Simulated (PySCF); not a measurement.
Run record: geometry optimisation, [WO(CN)4]- (`N#[C][W-](=[O])([C]#N)([C]#N)[C]#N`) [radical].

Method: PBE0-D3(BJ)/def2-SVP geometry optimisation, gas phase, def2 core potentials past Kr (PySCF 2.14.0). Start geometry: GFN2-xTB. A driver script takes a list of jobs; this job's settings line and coordinates (Å) are shown.

Input:
```
{"job": {"xc": "PBE0", "basis": "def2-SVP", "d3": "d3bj", "grid": 1, "maxiter": 40, "kind": "geom"}, "charge": -1, "multiplicity": 2}
W      0.002960    -0.001090     0.585440
O      0.010500    -0.002000     2.288600
C      1.974260    -0.015020    -0.201350
N      3.076640    -0.021530    -0.557720
C      0.014170     1.978710    -0.178260
N      0.020960     3.086070    -0.518370
C     -1.975380     0.015470    -0.184110
N     -3.080800     0.025520    -0.530610
C     -0.016230    -1.979700    -0.180950
N     -0.027080    -3.086420    -0.522670
```

Question: Give the output.

Answer: 
```
step   0  E = -513.01751206  max force = 0.019393
step   1  E = -513.01868289  max force = 0.018390
step   2  E = -513.01906530  max force = 0.003746
step   3  E = -513.01922473  max force = 0.002174
step   4  E = -513.01926891  max force = 0.000387
step   5  E = -513.01926895  max force = 0.000185
optimisation converged
```

Energies in Eh; «max force» is the largest Cartesian gradient component in Eh/bohr.

Question: Give the first gradient maximum in eV/Å.

Answer: With 1 Eh/bohr = 51.422 eV/Å, 0.997 eV/Å.

Question: How much energy does the optimisation release, in kcal/mol?

Answer: E(step 0) − E(last step) = 0.001757 Eh, which is 1.1 kcal/mol.

Main results: final energy -513.01927 Eh after 5 steps.

Question: Where do the atoms end?

Answer: 0.044 Å rms from the input after alignment:
```
atom  x, y, z in Å
W1     0.0018    0.0000    0.5334
O2     0.0052   -0.0025    2.2151
C3     2.0060   -0.0107   -0.1737
N4     3.1157   -0.0163   -0.5301
C5     0.0100    2.0072   -0.1654
N6     0.0152    3.1189   -0.5156
C7    -2.0066    0.0104   -0.1621
N8    -3.1182    0.0166   -0.5125
C9    -0.0112   -2.0063   -0.1682
N10   -0.0179   -3.1172   -0.5208
```

Time: 2.3 min of wall time. Hardware: Arm Neoverse V1, one thread, no GPU, shared host.
Labels such as C1 count atoms from 1, the log's own numbers from 0.

Neither the SCF state along the optimisation nor the shape of the open-shell metal species was proved the lowest: other solutions of the same spin, or a structure of lower symmetry, can lie below.
